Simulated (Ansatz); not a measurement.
Ideal-gas functions of FH3Se3Si (`F[Si]([SeH])([SeH])[SeH]`) at 500 K and 1 bar, from an Ansatz frequency run at PBE0-D4/def2-TZVP.

Molar mass 286.99 g/mol, point group C1 (symmetry number 1), electronic degeneracy 1, moments of inertia 622.115, 704.878, 1131.843 u Å². Harmonic wavenumbers (cm⁻¹, unscaled): 61, 90, 100, 142, 169, 205, 216, 272, 275, 473, 482, 650, 668, 673, 892, 2432, 2447, 2451.

Use S(trans) = R[1.5 ln M + 2.5 ln T − 1.1517]; rotational temperatures θ = 24.2544 K / I; S(rot) = R[ln(√π/σ · √(T³/θAθBθC)) + 1.5]; for each mode x = 1.438777 ν̃/T, S = R[x/(eˣ − 1) − ln(1 − e⁻ˣ)] and H = RT x/(eˣ − 1); 1 cm⁻¹ = 0.0119627 kJ/mol; R = 8.31446 J/(mol·K).

Q: By hand: the entropy, in J/(mol·K).

A: Translation 190.2. Rotation: θ = 0.039, 0.0344, 0.0214 K, giving 138.2. Vibration, mode by mode: 22.79, 19.57, 18.70, 15.81, 14.39, 12.82, 12.40, 10.56, 10.47, 6.36, 6.23, 4.22, 4.05, 4.01, 2.44, 0.06, 0.06, 0.06, in all 165.0. Electronic 0.0. Sum 493.4 J/(mol·K).

Q: By hand: H − E and G − E in kJ/mol, counted from the electronic energy.

A: Zero-point energy ½ × 12698 × 0.0119627 = 76.0; thermal vibration 38.1; translation, rotation and pV give 4 RT = 16.6. H − E = 130.7 kJ/mol, and G − E = 130.7 − 500 × 493.4/1000 = -116.0 kJ/mol.

Vibration gives 33 % of the entropy, 76.9 J/(mol·K) of it from the modes under 150 cm⁻¹: soft modes count most, and the harmonic formula is weakest for them. The sum counts one conformer and one mirror image; others add a mixing term.
